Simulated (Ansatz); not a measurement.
Consider the formal exchange of groups at the Se–C bond: `COC(F)[SeH]` + `[InH3]` → `[SeH][InH2]` + `COCF`.

Calculated with Ansatz (gas phase, PBE0-D4/def2-TZVP geometries, no zero-point term in ΔE). CCSD(T)/CBS adds triple-zeta CCSD(T) − MP2 to the extrapolated MP2 energy (def2 sets, frozen cores). Functionals use def2-TZVPP. B3LYP here is the variant with VWN-RPA as its local correlation; programs differ in this. Elements past krypton have def2 core potentials. For In, Se outer-core shells are correlated without core-valence functions, which leaves a few kJ/mol of doubt a bond. Scalar relativity is left out up to krypton. Each species was taken in one conformer, which may not be the lowest.

| level | ΔE (kJ/mol) | difference from CCSD(T)/CBS |
| --- | --- | --- |
| PBE-D4 | -170.9 | 12.3 |
| PBE0-D4 | -177.4 | 5.8 |
| B3LYP-D4 | -175.6 | 7.6 |
| ωB97X-V | -171.8 | 11.4 |
| ωB97M-V | -172.1 | 11.1 |
| B2PLYP | -181.0 | 2.2 |
| PBE | -173.9 | 9.3 |
| r2SCAN | -177.5 | 5.7 |
| PBE0 | -180.0 | 3.2 |
| B3LYP | -180.4 | 2.8 |
| HF/def2-TZVPP | -193.7 | -10.5 |
| HF/def2-QZVPP | -193.6 | -10.4 |
| MP2/def2-QZVPP | -185.6 | -2.4 |
| SCS-MP2/def2-QZVPP | -182.7 | 0.5 |
| HF/CBS(def2) | -193.6 | -10.4 |
| CCSD/CBS(def2) | -185.7 | -2.5 |
| CCSD(T)/CBS | -183.2 | 0 |

Largest T1 diagnostic among the species: 0.014.

From PBE to PBE0 (25 % exact exchange), in def2-TZVPP and without D4, ΔE moves by −6.1 kJ/mol. The D4 term adds +4.8 kJ/mol with B3LYP and +2.6 kJ/mol with PBE0; it sums over pairs of atoms, weighted by their polarisabilities, and B3LYP, whose exchange is more repulsive, gets the larger term. In def2-TZVPP, CCSD(T) changes the Hartree–Fock value by +18.4 kJ/mol (the triples alone add +2.6 kJ/mol) and MP2 by +12.6 kJ/mol.
